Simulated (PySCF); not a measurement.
Isomers of [C6H13NP]+, one conformer each; single-point electronic energies without zero-point terms and without any empirical dispersion term.

Level: PBE0/pcSseg-1 in PySCF, non-relativistic, each on one gas-phase PBE0-D3(BJ)/def2-SVP geometry that isn't relaxed in the solvent. The solvent is an IEF-PCM continuum (Bondi radii, 1.10 Å for H, scaled by 1.2). Only the electrostatic response of the medium enters.

```csv
isomer,"relative energy, gas (kcal/mol)"
`CN[P+]1(C)CC=CC1`,0.0
`CC[P+]1(N(C)C)C=C1`,51.2
```

Problem. How do the relative energies look in dimethylsulfoxide (ε = 46.83)?

Solution. 
```
              isomer  relative energy, solvent (kcal/mol)  E(solvent) − E(gas) (kcal/mol)
  `CN[P+]1(C)CC=CC1`                                  0.0                           -52.3
`CC[P+]1(N(C)C)C=C1`                                 54.4                           -49.1
```

The order is unchanged. Conformers: `[CH3:1][NH:2][P+:3]1([CH3:4])[CH2:5][CH:6]=[CH:7][CH2:8]1` (charge +1) with C1–N2–P3–C4 -54°, N2–P3–C5–C6 -100°, P3–C5–C6–C7 -14°, C6–C7–C8–P3 14°, N2–P3–C8–C7 93°; `[CH3:1][CH2:2][P+:3]1([N:4]([CH3:5])[CH3:6])[CH:7]=[CH:8]1` (charge +1) with C1–C2–P3–N4 -172°, C2–P3–N4–C5 -30°. `CN[P+]1(C)CC=CC1` gains most from the continuum. The gains span 3.2 kcal/mol, the gas-phase energies 51.2 kcal/mol.
